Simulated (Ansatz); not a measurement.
The cation of `[NH2][GeH2][F]` at the neutral geometry.

```yaml
crystal:
  periodic: [false, false, false]
  atoms:
    - {symbol: N, position_ang: [-0.798038, 0.431657, -0.705552]}
    - {symbol: Ge, position_ang: [0.574495, -0.034407, 0.380825]}
    - {symbol: F, position_ang: [0.446931, -1.702920, 0.898093]}
    - {symbol: H, position_ang: [-0.836437, -0.034573, -1.599924]}
    - {symbol: H, position_ang: [-1.715708, 0.440195, -0.285370]}
    - {symbol: H, position_ang: [0.502621, 0.789869, 1.668294]}
    - {symbol: H, position_ang: [1.887336, 0.042178, -0.401965]}
basis:
  gaussian: {orbitals: def2-TZVPP}
total_charge: 1
magnetization: {spin_polarized: true, initial_magnetization: 1}
hamiltonian: {xc: {name: B3LYP}, dispersion: d4}
```

```sh
$ ansatz run in.yaml --threads 2 --pin off --events-out ev --progress --plain --max-ram 22528MiB --backend cpu
```

Output, abridged:

```
Functional definition: B3LYP
936 factors; their error is unknown
mean field evaluation 1: about -60760.7187 eV, gradient 8.1e1 eV
mean field evaluation 2: about -60635.3715 eV, gradient 1.8e2 eV
mean field evaluation 4: about -60771.8266 eV, gradient 5.4e1 eV
mean field evaluation 8: about -60784.2283 eV, gradient 3.2e-1 eV
mean field evaluation 16: about -60784.4513 eV, gradient 1.1e-3 eV
mean field -60784.45131924 eV, -2233.7873848013 hartree, gradient 1.9e-5 eV, S^2 0.754969; 3 other end points of the search recorded, 0 dependent functions left out
reference -60784.45152651 eV, -2233.7873924183 hartree; 26, 25 occupied and 140, 141 virtual orbitals, 936 factors
Total energy: -60784.57755717 eV, -2233.7920239594 hartree
```

Run time 7 s (2 threads of an AMD EPYC 7R13 on a shared host); peak host memory 0.49 GiB.
